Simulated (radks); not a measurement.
Question: Excited configurations of Tc+: one electron is placed in a higher orbital outside [Kr] 4d5. The ground configuration is [Kr] 4d5 5s1. Calculated with a radial shooting solver on a logarithmic mesh with Libxc functionals: scalar-relativistic Kohn-Sham, PBEsol, spin-polarised, spherical densities, finite nucleus; open shells are filled with parallel spins first (spin-orbit coupling, left out, can overturn this in heavy ions); Fermi nuclear charge, rms radius 4.4112 fm. Excitation = E - E(ground); binding = E(ion) - E, where the ion is the core of charge +2; n* = 2/sqrt(2 binding) in atomic units, and the quantum defect is n - n*.

outer orbital  excitation (eV)  binding (eV)     n*  quantum defect  eigenvalue (eV)  <r> (bohr)
5d                       9.988         5.638  3.107           1.893           -4.173       6.055
5f                      13.147         2.479  4.685           0.315           -1.864       14.12
6p                      10.418         5.209  3.232           2.768           -4.115       7.818
7d                      13.362         2.264  4.903           2.097           -1.808       17.69
7f                      14.292         1.334  6.386           0.614           -1.072       29.66

Estimate the row for 6d.

Answer: excitation (eV) 12.226; binding (eV) 3.401; n* 4.000; quantum defect 2.000; eigenvalue (eV) -2.629; <r> (bohr) 11.23. The Delta-SCF ionisation energy is 15.626 eV (NIST Atomic Spectra Database: 15.260 eV, semi-empirical). Self-interaction in the functional shifts the binding energies and quantum defects, so they are the method's values and not measured ones. Open shells are spherical and high-spin; term and fine-structure splittings are not resolved.
